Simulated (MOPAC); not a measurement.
MOPAC input (AM1):

```
AM1 1SCF UHF MS=0.5 GEO-OK AUX(PRECISION=9) THREADS=1
H5S

S     0.06884900 1   -0.00016800 1    0.00091100 1
H    -1.27690000 1    0.00311200 1   -0.01690300 1
H     0.04728800 1    1.48098900 1    0.01190100 1
H     0.04036900 1   -1.48120300 1   -0.01074000 1
H     0.02419600 1   -0.01138000 1    1.48155000 1
H     0.06346100 1    0.01116700 1   -1.48039000 1
```

From the output:

```
                                                       MOPAC v23.2.5 Linux

          FINAL HEAT OF FORMATION =         82.99236 KCAL/MOL =     347.24003 KJ/MOL

          COSMO AREA              =         67.67 SQUARE ANGSTROMS
          COSMO VOLUME            =         49.72 CUBIC ANGSTROMS

          IONIZATION POTENTIAL    =          7.838921 EV
          ALPHA SOMO LUMO (EV)    =         -8.917  1.050
          BETA  SOMO LUMO (EV)    =         -7.839 -1.046
          NO. OF ALPHA ELECTRONS  =          6
          NO. OF BETA  ELECTRONS  =          5
          MOLECULAR WEIGHT        =         37.0995         POINT GROUP:  C4v

          MOLECULAR DIMENSIONS (Angstroms)

            Atom       Atom       Distance
            H     4    H     3     2.96229
            H     6    H     5     2.96229
            H     2    S     1     1.34587

          SCF CALCULATIONS        =          1

   ATOM   CHEMICAL          X               Y               Z
  NUMBER   SYMBOL      (ANGSTROMS)     (ANGSTROMS)     (ANGSTROMS)

     1       S          0.06884900  *  -0.00016800  *   0.00091100  *
     2       H         -1.27690000  *   0.00311200  *  -0.01690300  *
     3       H          0.04728800  *   1.48098900  *   0.01190100  *
     4       H          0.04036900  *  -1.48120300  *  -0.01074000  *
     5       H          0.02419600  *  -0.01138000  *   1.48155000  *
     6       H          0.06346100  *   0.01116700  *  -1.48039000  *

                             CARTESIAN COORDINATES

   1    S        0.068849000    -0.000168000     0.000911000
   2    H       -1.276900000     0.003112000    -0.016903000
   3    H        0.047288000     1.480989000     0.011901000
   4    H        0.040369000    -1.481203000    -0.010740000
   5    H        0.024196000    -0.011380000     1.481550000
   6    H        0.063461000     0.011167000    -1.480390000

           Empirical Formula: H5 S  =     6 atoms

      MOLECULAR POINT GROUP   :   C4v

          ALPHA EIGENVALUES
 -19.87419 -16.01771 -16.01771 -14.08919  -9.05713  -8.91682   1.04995   1.80103
   1.80104

           BETA EIGENVALUES
 -19.96185 -15.19210 -15.19210 -14.07113  -7.83892  -1.04635   0.70297   2.67632
   2.67632

              NET ATOMIC CHARGES AND DIPOLE CONTRIBUTIONS

  ATOM NO.   TYPE          CHARGE      No. of ELECS.   s-Pop       p-Pop
    1          S           0.924081        5.0759     1.96363     3.11229
    2          H          -0.013278        1.0133     1.01328
    3          H          -0.227700        1.2277     1.22770
    4          H          -0.227701        1.2277     1.22770
    5          H          -0.227701        1.2277     1.22770
    6          H          -0.227701        1.2277     1.22770
 DIPOLE           X         Y         Z       TOTAL
 POINT-CHG.     0.195    -0.000     0.003     0.195
 HYBRID        -0.802     0.002    -0.011     0.802
 SUM           -0.607     0.001    -0.008     0.607

          ATOMIC ORBITAL ELECTRON POPULATIONS

     Atom    s        px        py        pz
    1  S   1.96363   1.06426   1.02401   1.02402
    2  H   1.01328
    3  H   1.22770
    4  H   1.22770
    5  H   1.22770
    6  H   1.22770

                    (SZ)    =    0.500000
                    (S**2)  =    0.816035

          ATOMIC ORBITAL SPIN POPULATIONS

    Atom   Total    s     px     py     pz
         Atomic
    1  S -0.3388 -0.023 -0.033 -0.141 -0.141
    2  H  0.0222  0.022
    3  H  0.3291  0.329
    4  H  0.3291  0.329
    5  H  0.3291  0.329
    6  H  0.3291  0.329

 **********************
 *                    *
 * JOB ENDED NORMALLY *
 *                    *
 **********************

 == MOPAC DONE ==
```

The geometry given is a B3LYP-D3(BJ)/def2-TZVP minimum.
